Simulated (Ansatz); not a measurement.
`O=CB(F)[SiH3]` + `OC(O)O` → `OC(O)O[SiH3]` + `O=CBF`  (cleavage of the Si–B bond)

Computed with Ansatz on PBE0-D4/def2-TZVP structures; ΔE is electronic, products minus reactants. CCSD(T)/CBS is the MP2 limit (def2-TZVPP, def2-QZVPP) plus CCSD(T) − MP2 in def2-TZVPP, frozen cores. Functionals use def2-TZVPP. B3LYP here is the variant with VWN-RPA as its local correlation; programs differ in this. Each species was taken in one conformer, which may not be the lowest.

```json
{"level": "PBE-D4", "ΔE (kcal/mol)": "-20.1"}
{"level": "PBE0-D4", "ΔE (kcal/mol)": "-21.9"}
{"level": "B3LYP-D4", "ΔE (kcal/mol)": "-25.4"}
{"level": "PBE", "ΔE (kcal/mol)": "-19.9"}
{"level": "CCSD(T)/def2-TZVPP", "ΔE (kcal/mol)": "-25.4"}
{"level": "HF/def2-QZVPP", "ΔE (kcal/mol)": "-30.6"}
{"level": "SCS-MP2/def2-QZVPP", "ΔE (kcal/mol)": "-28.3"}
{"level": "MP2/CBS(def2)", "ΔE (kcal/mol)": "-27.8"}
```

(1) What does CCSD(T)/CBS give? (Best estimate.)

Largest T1 diagnostic among the species: 0.015.

## Answers

(1) Ansatz gave: -25.5 kcal/mol. The listed levels differ from it by 5.4, 3.6, 0.1, 5.6, 0.1, -5.1, -2.8, -2.3 kcal/mol.

In def2-TZVPP, CCSD(T) changes the Hartree–Fock value by +4.7 kcal/mol (the triples alone add +0.5 kcal/mol) and MP2 by +2.4 kcal/mol. From PBE to PBE0 (25 % exact exchange), in def2-TZVPP and without D4, ΔE moves by −1.8 kcal/mol.
